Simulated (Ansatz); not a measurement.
Caution, from a PySCF single point (PBE0-D3(BJ)/def2-TZVPD) at this geometry: the highest occupied level lies above zero, so the state may not be bound. This triplet is an excited state, 1.53 eV above the relaxed singlet at the level frozen-core CCSD(T)/aug-cc-pVDZ // PBE0-D3(BJ)/def2-TZVPD (Ansatz, a quantum-chemistry and plane-wave program).

A geometry relaxed with PBE0-D3(BJ)/def2-TZVPD in Ansatz, charge -1, multiplicity 3:

```xyz
5

N      2.5453    -0.4466     0.0125
Al    -0.2704     0.9189     0.1093
O     -1.6848    -0.1127     0.3294
C      1.4846     0.0330     0.0471
H     -2.0748    -0.3925    -0.4983
```

Task: Write the SMILES of this molecule.

Result: `N#[C][Al-][OH]`
